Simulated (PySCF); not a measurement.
Compound: (Me)2Sn(OSiH2)2O, C2H10O3Si2Sn.
Structure used (PBE0-D3(BJ)/def2-SVP), in Å, numbered top down from 1:
```xyz
18
C2H10O3Si2Sn angstrom
Sn    -0.7629   -0.4855    0.1006
C     -2.4773    0.0255   -1.0533
C     -0.7483   -2.1046    1.4815
O      0.7595   -0.7550   -1.1590
Si     2.1305    0.1378   -1.3625
O      2.1390    1.4136   -0.2971
Si     1.2062    2.0301    0.9322
O     -0.1803    1.1505    1.0786
H     -2.2778    0.9778   -1.5623
H     -3.3537    0.1346   -0.4002
H     -2.6673   -0.7586   -1.7990
H      0.1212   -1.9827    2.1414
H     -1.6678   -2.1053    2.0823
H     -0.6633   -3.0527    0.9328
H      3.3316   -0.7057   -1.0978
H      2.1837    0.6863   -2.7482
H      1.9918    1.9628    2.1990
H      0.8788    3.4481    0.6085
```

Theory: PBE0-D3(BJ)/def2-SVP geometry optimisation, gas phase, def2 core potentials past Kr in PySCF.

(1) Which atoms are bound to Sn1, and at what distances?

(2) List the angles at Sn1.

(3) What is the shape at Sn1?

(4) What are the other bond lengths?

(5) Give some angles away from the centre.

(6) What are the rotational constants (commonest isotopes, rigid rotor)?

Answers

(1) 4 atoms: O8 1.993 Å, O4 1.994 Å, C3 2.128 Å, C2 2.129 Å. The nearest atom not counted as bound is H12, at 2.68 Å (others tie with it).

(2) 
```tsv
angle	degrees	distance of the outer atoms (Å)
C2–Sn1–C3	122.7	3.74
C2–Sn1–O4	107.7	3.33
C2–Sn1–O8	107.7	3.33
C3–Sn1–O8	107.7	3.33
C3–Sn1–O4	107.6	3.33
O4–Sn1–O8	101.4	3.09
```

(3) Distorted tetrahedral: angles from 101.4° to 122.7°; τ4 = (360° − α − β)/141° = 0.92 with α and β the two widest (0 for a square, 1 for a tetrahedron).

(4) C2–H9 and 5 like bonds 1.098 Å; O4–Si5, Si7–O8 1.649 Å; Si5–O6, O6–Si7 1.662 Å; Si5–H15 and 3 like bonds 1.491 Å.

(5) Sn1–O4–Si5 129.8°, O4–Si5–O6 109.9°, Si5–O6–Si7 139.1°.

(6) A = 1424, B = 725.0, C = 621.5 MHz: an asymmetric top.

Point group: near Cs, missed by 0.17 Å at most; the miss may be what the optimiser left on a soft mode. Charge 0, singlet. Not checked by PBE0-D3(BJ)/def2-SVP frequencies.

One conformer stands for the species.
